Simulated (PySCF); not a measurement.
## Calculated properties of `c1(ccoc1)CO`

Species: C5H6O2.
Structure used (GFN2-xTB), in Å, numbered top down from 1:
```
atom  x, y, z in Å
O1    -2.270   -0.227    0.784
C2    -1.559    0.150   -0.379
C3    -0.085   -0.059   -0.239
C4     0.855    0.853    0.321
C5     2.058    0.223    0.283
O6     1.933   -1.003   -0.249
C7     0.639   -1.170   -0.558
H8    -1.897    0.243    1.538
H9    -1.760    1.204   -0.621
H10   -1.958   -0.479   -1.178
H11    0.654    1.839    0.687
H12    3.037    0.530    0.592
H13    0.349   -2.103   -0.998
```

Structural features include: aromatic ring with oxygen and alcohol.

GFN2-xTB geometry:

```yaml
Point_group_of_the_GFN2-xTB_geometry: C1
Rotational_constants_A_B_C_of_the_GFN2-xTB_geometry: 7.111, 1.848, 1.618 GHz
```

**B3LYP/def2-SVPD ground state and vertical TDDFT (core frozen in the response) (PySCF)**

```yaml
Dipole_moment: 1.67 D
HOMO_energy: -6.60 eV
LUMO_energy: -0.34 eV
HOMO–LUMO_gap: 6.26 eV
Lowest_singlet_excitation: 5.91 eV (210 nm, f = 0.050)
Strongest_line_among_the_8_lowest_singlet_transitions: S2 at 6.22 eV (199 nm, f = 0.076)
Lowest_triplet_excitation_Tamm–Dancoff: 4.01 eV
Static_isotropic_polarisability: 64.4 au
Electronic_spatial_extent_⟨r²⟩_about_the_centre_of_nuclear_charge: 746 bohr²
```

Monoisotopic mass (most abundant isotopes): 98.0368 u.

 The largest Löwdin shares of the LUMO are 0.20 on C7, 0.18 on O6, 0.16 on C5 and 0.12 on C3. The 8 singlets span 5.91 to 7.20 eV, and their oscillator strengths add up to 0.24. The principal polarisabilities are 48.6, 67.0 and 77.6 au; their mean is the isotropic value.

Geometry: GFN2-xTB, one conformer, isolated molecule.
